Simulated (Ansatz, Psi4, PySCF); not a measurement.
C3H8N (SMILES [CH2-]N(C)C), charge -1, singlet, at a GFN2-xTB geometry (in this run its highest filled SCF level lies above zero, so its values depend strongly on the basis, on diffuse functions most of all). Base run: CCSD(T)/STO-3G (PySCF).

Input for PySCF:
```python
from pyscf import gto, scf, cc

mol = gto.Mole()
mol.atom = '''
    N     0.001546    0.029851    0.378522
    C    -0.002249    1.469584   -0.201896
    C     1.174442   -0.652834   -0.084420
    C    -1.173850   -0.655085   -0.074649
    H     0.883755    1.937223    0.347793
    H    -0.884542    1.935528    0.355151
    H     1.246424   -0.719139   -1.194192
    H     1.205142   -1.682705    0.312765
    H     2.059148   -0.119681    0.269251
    H    -1.254938   -0.721537   -1.183784
    H    -2.056603   -0.123626    0.286377
    H    -1.199269   -1.685009    0.322770
'''
mol.basis = 'sto-3g'
mol.charge = -1
mol.spin = 0
mol.verbose = 4
mol.build()

mf = scf.RHF(mol)
mf.kernel()

mycc = cc.CCSD(mf)
mycc.kernel()
et = mycc.ccsd_t()
print('E(CCSD(T)) = %.10f' % (mycc.e_tot + et))
```

The same geometry, method and basis name were run in Ansatz (an electronic-structure program) and Psi4 and PySCF, at each program's defaults and at the settings that a row names. The base is PySCF at its defaults. Differences at the defaults can come from grids, fitting, cores and function types together.

```json
[
 {"code and settings": "PySCF, defaults (exact integrals, spherical functions, all electrons correlated)", "ΔE vs base (mEh)": "0.000", "basis functions": "28", "E (Eh)": "-170.58399", "SCF cycles": "8"},
 {"code and settings": "Psi4, defaults (exact integrals, spherical functions, all electrons correlated)", "ΔE vs base (mEh)": "0.000", "basis functions": "28", "E (Eh)": "-170.58399", "SCF cycles": "10"},
 {"code and settings": "Ansatz, defaults (factorised integrals, spherical functions, frozen core)", "ΔE vs base (mEh)": "1.381", "basis functions": "28", "E (Eh)": "-170.58261", "SCF cycles": "-"},
 {"code and settings": "PySCF, frozen core", "ΔE vs base (mEh)": "1.355", "basis functions": "28", "E (Eh)": "-170.58264", "SCF cycles": "8"},
 {"code and settings": "Psi4, exact integrals, spherical functions, frozen core", "ΔE vs base (mEh)": "1.355", "basis functions": "28", "E (Eh)": "-170.58264", "SCF cycles": "10"},
 {"code and settings": "Ansatz, high accuracy, frozen core", "ΔE vs base (mEh)": "1.355", "basis functions": "28", "E (Eh)": "-170.58264", "SCF cycles": "-"}
]
```
